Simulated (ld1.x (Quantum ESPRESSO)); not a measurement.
# Which change was made? (F, PAW)

* Element: fluorine (F)
* Generator: ld1.x (Quantum ESPRESSO) 7.5
* Type: PAW
* Functional: PBEsol
* Relativity: non-relativistic
* Frozen core: [He]
* Valence charge: 7
* Reference configuration: 2s2 2p4.75 (charge +0.25)
* Partial waves: 2s (bound): rcut 0.65, rcutus 0.85 bohr; 2s channel at 2.6 Ry: rcut 0.65, rcutus 0.85 bohr; 2p (bound): rcut 1.35, rcutus 1.75 bohr; 2p channel at 3.25 Ry: rcut 1.35, rcutus 1.75 bohr; 3d channel at -0.1 Ry: rcut 1.05, rcutus 1.25 bohr
* Local potential: all-electron potential smoothed inside 0.85 bohr (lloc = -2)
* Core correction: Bessel-smoothed model core, default radius (core density twice the valence density)
* Augmentation charge: BESSEL, radius 0.55 bohr

Cutoffs, loose and tight: the cutoffs (Ry, on a coarse ladder) from which the occupation-weighted sum of valence levels, in a spherical-Bessel basis at the reference potential, stays within 10 and 1 mRy of its value at 400 Ry. They do not see the model core or the augmentation charge, which bear on the density cutoff. Test errors are all-electron minus pseudo excitation energies from the reference, over the configurations 2s2 2p5; 2s2 2p4; 2s2 2p3; 2s2 2p2; 2s1 2p5; 2s2 2p1; 2s1 2p6; variants that change the core or the reference have their own tests. The largest error is taken over the tests solved by every variant that gives reliable tests at all, those not shown here included: 2s1 2p5; 2s2 2p2; 2s2 2p3; 2s2 2p4; 2s2 2p5.

The base gives: outcome: generated; cutoff, loose: 25 Ry; cutoff, tight: 50 Ry; bound ghosts: none; largest test error (meV): +6.7.

Task: After one change the result is: outcome: generated; cutoff, loose: 25 Ry; cutoff, tight: 60 Ry; bound ghosts: none; largest test error (meV): +356. Which change was it?
A. augmentation BESSEL, radius 0.70 bohr
B. local potential all-electron potential smoothed inside 1.90 bohr (lloc = -2)
C. reference 2s2 2p3; added wave 3d channel at 2.5 Ry: rcut 1.05, rcutus 1.25 bohr
D. core correction Bessel-smoothed model core inside 0.52 bohr

Result: B. The others give: core correction Bessel-smoothed model core inside 0.52 bohr → outcome: generated; cutoff, loose: 25 Ry; cutoff, tight: 50 Ry; bound ghosts: none; largest test error (meV): -7.1 | augmentation BESSEL, radius 0.70 bohr → outcome: generated; cutoff, loose: 25 Ry; cutoff, tight: 50 Ry; bound ghosts: none; largest test error (meV): -8.4 | reference 2s2 2p3; added wave 3d channel at 2.5 Ry: rcut 1.05, rcutus 1.25 bohr → outcome: generated; cutoff, loose: 30 Ry; cutoff, tight: 70 Ry; bound ghosts: none; largest test error (meV): +108.
